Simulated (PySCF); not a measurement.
## Ionisation energy of Cr²²⁺ by level of theory

Cr²²⁺ 1s2 → Cr²³⁺ 1s1 [1s1/2^1, M_J = 1/2], as a difference of total energies. Calculation: PySCF 2.14, in an uncontracted even-tempered set (15 s from 24 bohr⁻², ratio 2.4; 9 p from 32 bohr⁻², ratio 2.4; 3 d from 100 bohr⁻², ratio 2.6; 3 f from 150 bohr⁻², ratio 2.6); the two-component X2C-1e Hamiltonian. Correlated levels: nothing frozen; the 28 highest virtual spinors dropped. "Screened" scales the spin-orbit matrix elements by Boettger's factors to mimic the two-electron term; Breit and QED terms are absent.

```json
{"method": "GHF (screened spin-orbit)", "ionisation energy (eV)": "7485.7", "difference from reference (eV)": "+3.8"}
{"method": "GMP2 (screened spin-orbit)", "ionisation energy (eV)": "7487.0", "difference from reference (eV)": "+5.1"}
```

Reference: 7481.9 eV (theoretical estimate listed by NIST; NIST Atomic Spectra Database, ionization energies).
